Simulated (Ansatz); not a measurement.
`O[Si](O)(O)CCCCc1c(F)c(F)c(F)c(F)c1F`, relaxed as a singlet with RKS r2SCAN-D4/def2-SVP in Ansatz, starting from the GFN2-xTB geometry. Force threshold 0.03 eV/Å.

Start:

| atom | x (Å) | y (Å) | z (Å) |
| --- | --- | --- | --- |
| O1 | -2.251 | 2.772 | 3.324 |
| Si2 | -0.704 | 2.333 | 3.568 |
| O3 | 0.087 | 3.618 | 4.180 |
| O4 | -0.695 | 1.136 | 4.670 |
| C5 | 0.111 | 1.753 | 1.945 |
| C6 | -0.577 | 0.542 | 1.320 |
| C7 | 0.097 | 0.119 | 0.017 |
| C8 | -0.597 | -1.107 | -0.596 |
| C9 | 0.075 | -1.520 | -1.869 |
| C10 | -0.303 | -0.988 | -3.099 |
| F11 | -1.316 | -0.115 | -3.148 |
| C12 | 0.333 | -1.339 | -4.284 |
| F13 | -0.062 | -0.812 | -5.446 |
| C14 | 1.388 | -2.246 | -4.257 |
| F15 | 2.009 | -2.590 | -5.386 |
| C16 | 1.790 | -2.791 | -3.042 |
| F17 | 2.800 | -3.663 | -3.004 |
| C18 | 1.136 | -2.420 | -1.872 |
| F19 | 1.538 | -2.956 | -0.713 |
| H20 | -2.436 | 3.647 | 2.997 |
| H21 | 0.911 | 3.485 | 4.638 |
| H22 | -1.445 | 0.553 | 4.729 |
| H23 | 0.114 | 2.568 | 1.218 |
| H24 | 1.157 | 1.503 | 2.124 |
| H25 | -1.626 | 0.778 | 1.127 |
| H26 | -0.548 | -0.291 | 2.026 |
| H27 | 0.066 | 0.945 | -0.697 |
| H28 | 1.145 | -0.119 | 0.210 |
| H29 | -0.558 | -1.931 | 0.116 |
| H30 | -1.640 | -0.862 | -0.798 |

(1) Estimate the energy that the relaxation releases and the steps that it takes.

(2) Does the start keep its bonding and symmetry?

(3) Predict the relaxed structure.

Answers

(1) 0.21 eV, in 16 steps; 83 s on 2 threads of AMD EPYC 7R13 on a shared host and a share (18 GiB) of an NVIDIA H100 80GB HBM3. The force fell under the threshold at step 13, but the optimiser went on. No frequencies were taken in this run, so the end may be a saddle point.

(2) By distances, no bond broke or formed. The bond that changes most is Si2–C5, from 1.91 to 1.86 Å (atoms count from 1).

(3) 
Cartesian coordinates in Å:
```
O -2.329 2.710 3.285
Si -0.748 2.276 3.542
O -0.058 3.638 4.207
O -0.720 0.958 4.547
C 0.121 1.719 1.994
C -0.576 0.539 1.307
C 0.112 0.096 0.020
C -0.591 -1.098 -0.640
C 0.079 -1.528 -1.914
C -0.286 -0.987 -3.151
F -1.280 -0.097 -3.216
C 0.352 -1.350 -4.340
F -0.027 -0.825 -5.501
C 1.404 -2.268 -4.300
F 2.022 -2.620 -5.421
C 1.799 -2.821 -3.079
F 2.800 -3.695 -3.040
C 1.141 -2.437 -1.909
F 1.546 -2.971 -0.753
H -2.496 3.659 3.290
H 0.888 3.602 4.390
H -1.322 0.995 5.300
H 0.193 2.579 1.301
H 1.164 1.446 2.245
H -1.625 0.812 1.087
H -0.627 -0.312 2.010
H 0.146 0.937 -0.696
H 1.162 -0.175 0.231
H -0.606 -1.948 0.061
H -1.638 -0.834 -0.858
```
Bond lengths: 10 × C–C 1.40 to 1.53 Å; 5 × C–F 1.33 to 1.34 Å; 3 × O–Si 1.66 to 1.67 Å; 1 × C–Si 1.86 Å; 8 × C–H 1.10 to 1.11 Å; 3 × H–O 0.96 Å.
